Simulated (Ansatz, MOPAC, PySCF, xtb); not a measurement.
Complex: stibine (SMILES [SbH3]) (first 4 atoms) with C2H4 (SMILES C=C); geometry from B3LYP-D3(BJ)/def2-TZVP, rigid monomers moved along the line of their centres of mass till Sb1···C6 is 4.17 Å.
(charge 0, multiplicity 1):
```xyz
10

Sb     0.6126    -0.1406     0.6466
H      1.1955     0.4873    -0.8452
H      1.9767     0.4665     1.4844
H     -0.2803     1.2875     0.9520
C     -0.2441     0.5453     4.7854
C     -0.3976    -0.7632     4.6403
H      0.7209     0.9846     5.0067
H     -1.0761     1.2311     4.6820
H     -1.3616    -1.2030     4.4154
H      0.4349    -1.4489     4.7415
```

| level | interaction energy (kcal/mol) | cost |
|---|---|---|
| GFN-FF | -1.71 | - |
| PM3 | 0.36 | - |
| PM7 | -1.56 | - |
| GFN1-xTB | -1.90 | - |
| GFN2-xTB | -1.38 | - |
| PBE-D3(BJ)/def2-TZVPPD | -1.67 | ×1 |
| PBE-D4/def2-TZVPPD | -1.74 | ×1 |
| r2SCAN/def2-TZVPPD | -1.01 | ×2 |
| r2SCAN-D3(BJ)/def2-TZVPPD | -1.48 | ×2 |
| PBE0-D3(BJ)/def2-TZVPPD | -1.70 | ×1 |
| PBE0-D4/def2-TZVPPD | -1.69 | ×1 |
| MP2/def2-SVPD | -1.28 | - |
| MP2/CBS(def2-SVPD, def2-TZVPPD) | -1.46 | - |
| SCS-MP2/def2-SVPD | -1.01 | - |
| SCS-MP2/def2-TZVPPD | -1.11 | - |
| CCSD/def2-SVPD | -0.96 | - |
| CCSD/def2-TZVPPD | -1.04 | - |
| CCSD(T)/def2-SVPD | -1.12 | ×5 |
| CCSD(T)/def2-TZVPPD | -1.22 | ×200* |
| CCSD(T)/CBS(def2-SVPD, def2-TZVPPD) | -1.27 | ×200* |

The rows run from -1.90 (GFN1-xTB) to 0.36 kcal/mol (PM3). From def2-SVPD to def2-TZVPPD CCSD(T) changes by -0.11. The dispersion term adds -0.48 in r2SCAN-D3(BJ).

Interaction energies are E(AB) − E(A) − E(B) at the monomers' geometry in the complex; basis-set methods are counterpoise corrected.

Correlated levels freeze the cores. Filled d and f shells under p-block atoms count as core. CBS: X⁻³ extrapolation of the correlation energy, Hartree–Fock from the larger set. The state reached by PM3, PM7 isn't checked; PM7 holds dispersion and hydrogen-bond terms.

Programs: Ansatz (Gaussian orbitals); MOPAC for PM3, PM7 (differences of heats of formation); PySCF for the dispersion terms; xtb for the GFN methods. Values without a source in brackets are computed. In def2 rows elements past Kr take small-core potentials, without spin–orbit coupling.

Costs are rough ratios of core time to PBE/def2-TZVPPD (about 8 s over the structures, on one shared machine); a dash marks a level with no comparable run of its own. A star marks coupled-cluster runs past 200 virtual orbitals, where the program's memory plan changes under this machine's limit, so their costs aren't comparable with smaller runs.

Ansatz is a program for electronic structure.
